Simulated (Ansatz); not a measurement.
H2O2Ti, SMILES [OH][Ti][OH] (connectivity only; charge and spin as stated), neutral, multiplicity 3. Atoms are numbered in the order given.

```xyz
5

Ti     0.0000     0.0000     0.0000
O     -0.0051     1.8142     0.0000
H     -0.0078     2.7661     0.0000
O      0.0051    -1.8142     0.0000
H      0.0078    -2.7661     0.0000
```
Charge 0, spin multiplicity 3.

The structure is a stationary point at PBE0-D3(BJ)/def2-TZVP. The spin state was assumed, not searched. One conformer was computed; it need not be the lowest.

Two levels are set side by side: PBE-D3(BJ)/def2-TZVP (Ansatz, a quantum-chemistry and plane-wave program) and PBE0-D3(BJ)/def2-TZVP (Ansatz). Each level has its own optimised geometry; the coordinates shown are those of the second. Differences are taken from unrounded values.

| quantity | PBE0-D3(BJ) |
|---|---|
| mean bond length (Å) | 1.383 |
| bond Ti1–O2 (Å) | 1.814 |
| bond Ti1–O4 (Å) | 1.814 |
| bond O2–H3 (Å) | 0.952 |
| bond O4–H5 (Å) | 0.952 |

Task: What does PBE-D3(BJ) give, and how far is it from PBE0-D3(BJ)? (An estimate is asked for; the answer gives what the named calculation found.)

Result: 
| quantity | PBE-D3(BJ) | PBE-D3(BJ) minus PBE0-D3(BJ) |
|---|---|---|
| mean bond length (Å) | 1.391 | 0.008 |
| bond Ti1–O2 (Å) | 1.819 | 0.005 |
| bond Ti1–O4 (Å) | 1.819 | 0.005 |
| bond O2–H3 (Å) | 0.963 | 0.011 |
| bond O4–H5 (Å) | 0.963 | 0.011 |

GGA bonds tend to be longer and softer than those of functionals with exact exchange. Differences between two approximate levels are no errors against the true value.
